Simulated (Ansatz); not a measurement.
The first iterations of a band of FGeH3O3 + H2 (10 atoms, charge 0, multiplicity 1).

Method: RKS B3LYP-D4/def2-SVP (Ansatz).

```json
{
  "movable images": "5",
  "climbing image": "yes",
  "spring": "0.1 eV/Å²",
  "optimiser": "quadratic models (default)",
  "start path": "through a guess of the saddle point",
  "force threshold": "0.05 eV/Å",
  "iteration limit": "60",
  "end points": "relaxed"
}
```

First end point:

```xyz
10
Properties=species:S:1:pos:R:3
Ge 0.302 -0.608 -0.130
F 0.807 1.008 -0.562
O 1.313 -1.171 1.183
O -1.378 -0.502 0.352
O 0.499 -1.662 -1.516
H -0.755 2.537 0.412
H -1.317 2.895 0.782
H 2.218 -1.368 0.905
H -1.579 0.327 0.811
H -0.111 -1.456 -2.237
```

Last end point:

```xyz
10
Properties=species:S:1:pos:R:3
Ge -0.580 0.646 0.401
F 2.020 -0.987 -0.640
O 0.854 0.415 1.383
O -1.831 -0.578 0.677
O 0.028 0.403 -1.300
H 1.344 -0.486 -1.105
H -1.214 2.022 0.567
H 1.509 -0.130 0.898
H -1.476 -1.404 1.034
H -0.655 0.099 -1.915
```

| iteration | highest image above the first end (eV) | largest band force component (eV/Å) |
| --- | --- | --- |
| 1 | 6.248 | 17.315 |
| 2 | 2.789 | 4.280 |
| 3 | 1.788 | 2.139 |
| 4 | 1.494 | 1.966 |
| 5 | 1.284 | 5.071 |
| 6 | 0.956 | 1.413 |

**Question.** Does the band converge within its limit, and where does its top end?

**Answer.** It converged. It ended after 19 iterations with the highest image 1.818 eV above the first end. Neighbouring images differ by up to 1.6 eV, so the band resolves the path poorly. Another band between the same ends (5 images) ends at a top of the same energy, where a vibrational analysis finds 1 clearly imaginary mode. The orbitals stay closed-shell, which can raise the energy where a bond breaks towards radicals; this wasn't checked here.

The run took 4.9 min on 2 threads of Arm Neoverse V1, on a shared host, peak memory 0.28 GiB.
